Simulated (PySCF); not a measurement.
ClCu, triplet, geometry from GFN2-xTB (such geometries of metal compounds can be far from the true shape) (the multiplicity is a formal guess). Base run: PySCF with M062X/aug-cc-pVDZ.

The PySCF input:
```python
from pyscf import gto, scf, dft

mol = gto.Mole()
mol.atom = '''
    Cu   -0.00000000   -0.00000000   -0.78379974
    Cl    0.00000000    0.00000000    1.33707015
'''
mol.basis = 'aug-cc-pvdz'
mol.spin = 2
mol.verbose = 4
mol.build()

mf = dft.UKS(mol)
mf.xc = 'm062x'
mf.kernel()
```

Variants of this job, named by their change:

| change | ΔE vs base (mEh) | fitting functions | dipole (D) | outcome |
|---|---|---|---|---|
| base | 0.000 | - | 2.43 | converged |
| auxbasis = def2-universal-jfit | 6291.5 | 142 | 2.34 | converged |
| auxbasis = even-tempered beta=3.0 | -21.156 | 482 | 2.44 | converged |
| auxbasis = even-tempered beta=1.6 | 0.002 | 1051 | 2.43 | converged |
| auxbasis = cc-pvdz-jkfit | - | - | - | input refused |
| only_dfj = on; auxbasis = def2-universal-jfit | -0.878 | 142 | 2.42 | converged |
| auxbasis = def2-universal-jkfit | 0.037 | 392 | 2.43 | converged |
| auxbasis = def2-svp-ri | -7323.8 | 205 | 2.35 | converged |
| auxbasis = cc-pvtz-jkfit | - | - | - | input refused |
| exchange = seminumerical (SGX) (with mf = sgx.sgx_fit(mf, auxbasis='def2-universal-jfit'); with mf.with_df.dfj = True) | -0.876 | 142 | 2.42 | converged |

A fitting set is made for a task (jfit for Coulomb, jkfit for Coulomb and exchange, ri for correlation) and for a family of orbital bases.

Open shells are given as the SCF converged; they aren't shown to be the lowest states, and a large step between rows can be another state.

- auxbasis = cc-pvdz-jkfit: ended with `pyscf.lib.exceptions.BasisNotFoundError: Basis set not found for Cu in cc-pvdz-jkfit`
- auxbasis = cc-pvtz-jkfit: ended with `pyscf.lib.exceptions.BasisNotFoundError: Basis set not found for Cu in cc-pvtz-jkfit`
